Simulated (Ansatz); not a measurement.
`C[SiH](O)[SiH3]` + HBr → `C[SiH](O)Br` + SiH₄ at 500 K and 1 bar (cleavage of the Si–Si bond).

Isolated molecules relaxed with PBE0-D4/def2-TZVP in Ansatz; ΔE leaves out vibrations. CCSD(T)/CBS adds triple-zeta CCSD(T) − MP2 to the extrapolated MP2 energy (def2 sets, frozen cores). This one scheme is used for every species. For Br outer-core shells are correlated without core-valence functions, which leaves a few kJ/mol of doubt a bond. Scalar relativity is left out up to krypton. Each species was taken in one conformer, which may not be the lowest.

```
          species  CCSD(T)/CBS energy (Eh)  H − E (kJ/mol)  S (J/(mol·K))
`C[SiH](O)[SiH3]`               -696.24702           274.2          435.0
              HBr              -2573.91920            30.5          213.7
    `C[SiH](O)Br`              -2978.74949           202.7          397.7
             SiH₄               -291.46306           102.4          230.9
```

H − E and S are ideal-gas, rigid-rotor, harmonic terms from PBE0-D4/def2-TZVP, for one conformer and one mirror image of each species. 1 Eh = 2625.50 kJ/mol, R = 8.31446 J/(mol·K).

Question: By hand: ΔE, ΔH, ΔS and ΔG.

Answer: ΔE = (-2978.74949) + (-291.46306) − (-696.24702) − (-2573.91920) = -0.04633 Eh = -121.6 kJ/mol. Δ(H − E) = 202.7 + 102.4 − 274.2 − 30.5 = 0.4, so ΔH = -121.2 kJ/mol. ΔS = 397.7 + 230.9 − 435.0 − 213.7 = -20.1 J/(mol·K). ΔG = -121.2 − 500 × (-20.1)/1000 = -111.2 kJ/mol.

Question: By hand: the equilibrium constant, and the temperature at which ΔG would vanish if ΔH and ΔS stayed fixed.

Answer: log₁₀ K = −ΔG/(RT ln 10) = 11.6. ΔG = 0 at ΔH/ΔS = 6030 K, far beyond where these terms or the molecules hold.

ΔH outweighs TΔS. A doubt of 5 kJ/mol in ΔE shifts log₁₀ K by 0.5 here. Other conformers and mirror images would add mixing entropy, several J/(mol·K) or more a flexible species. These are equilibria of isolated gas molecules and say nothing of rates. Largest T1 diagnostic: 0.012 (customary marks: 0.02 for closed shells, 0.045 for open ones).
